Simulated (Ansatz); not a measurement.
Species: sum formula BNH2Cl2, net charge 0, singlet state. 
Geometry from a B3LYP-D3(BJ)/def2-TZVP (Ansatz, a program for electronic structure) optimisation:
```
B
N 1 1.3854
H 2 1.0060 1 122.42
H 2 1.0060 3 115.17 1 180.00
Cl 1 1.7704 2 120.26 3 0.00
Cl 1 1.7704 2 120.26 3 180.00
```

Wanted: atomisation energy (electronic, to ground-state atoms), in kJ/mol. Valence correlation only, unless marked. Open shells are spin-unrestricted. Spin-orbit coupling is left out. No relativistic terms. The coupled-cluster limit lacks core correlation, which all-electron functionals hold. CBS(X,Y): correlation extrapolated as X^-3; Hartree-Fock from the larger set.

```csv
level,program,atomisation energy (kJ/mol)
revPBE-D3(BJ)/def2-TZVPD,Ansatz + dftd3,?
LC-wPBE-D3(BJ)/def2-TZVPD,Ansatz + dftd3,2213.5
SCS-MP2/cc-pV(D+d)Z,Ansatz,2041.9
CCSD/STO-3G,Ansatz,2035.4
CCSD(T) with core electrons (1s frozen past Ne)/cc-pwCVTZ,Ansatz,2140.8
"CCSD(T)/CBS(cc-pV(T+d)Z,cc-pV(Q+d)Z)",Ansatz,?
```

**Question.** Some entries are withheld; supply them.

**Answer.** 
- revPBE-D3(BJ)/def2-TZVPD, atomisation energy (kJ/mol): 2203.4
- CCSD(T)/CBS(cc-pV(T+d)Z,cc-pV(Q+d)Z), atomisation energy (kJ/mol): 2200.3
